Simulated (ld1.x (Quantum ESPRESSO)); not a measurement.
**LDA (PZ) ultrasoft dataset for antimony (Sb), scalar-relativistic all-electron reference.**

```
Element                 : Sb
Generator               : ld1.x (Quantum ESPRESSO) 7.5
Type                    : ultrasoft
Functional              : LDA (PZ)
Relativity              : scalar-relativistic
Frozen core             : [Ar] 3d10 4s2
Valence charge          : 21
Reference configuration : 4p6 4d10 5s2 5p3
Partial waves           : 5s (bound): rcut 1.30, rcutus 1.75 bohr; 5s channel at -0.4 Ry: rcut 1.30, rcutus 1.75 bohr; 4p (bound): rcut 1.10, rcutus 1.25 bohr; 5p (bound): rcut 1.10, rcutus 1.25 bohr; 4d (bound): rcut 1.35, rcutus 1.55 bohr; 4d channel at -1.5 Ry: rcut 1.35, rcutus 1.55 bohr
Local potential         : all-electron potential smoothed inside 1.40 bohr (lloc = -1)
Core correction         : a·sin(br)/r model core, default radius (core density twice the valence density)
Augmentation charge     : built from norm-conserving waves at rcut, not smoothed further
```

**Question.** Does the generator finish with these settings?

**Answer.** Yes, a potential is produced.

**Question.** Is the overlap operator S = 1 + Σ q|β⟩⟨β| positive definite (Bessel basis up to 400 Ry)?

**Answer.** Yes: its lowest eigenvalue is 0.09 (p channel).

**Question.** Tests: 4p6 4d10 5s2 5p2; 4p6 4d10 5s2 5p1; 4p6 4d10 5s2 5p0; 4p6 4d9 5s2 5p3; 4p6 4d10 5s2 5p2.5; 4p6 4d10 5s2 5p3.3; 4p6 4d9 5s2 5p4. Which has the largest error in its energy relative to the reference configuration, and how large is it?

**Answer.** 4p6 4d10 5s2 5p0, with +5260 meV (all-electron minus pseudo) on +49.56 eV.

A Bessel basis up to 400 Ry misses an occupied level by 0.85 Ry, so cutoffs and ghosts were not judged. The potential misses its own reference levels by up to 3.1 eV, so it is not fit for use.
